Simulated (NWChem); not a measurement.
System: Se cation, quartet

Program: NWChem. Spin-unrestricted. Medium grid unless said otherwise, to which SCAN and Minnesota functionals are sensitive. No stability test was run on the SCF state.

For level MN15/def2-TZVP:

* **highest occupied level (eV)**: -18.50
* **lowest empty minus highest occupied level, either spin (eV)**: 6.94

Q: What are these values for level CAM-B3LYP/def2-TZVP?

A: 
| Quantity | Result |
|---|---|
| highest occupied level (eV) | -19.10 |
| lowest empty minus highest occupied level, either spin (eV) | 7.55 |
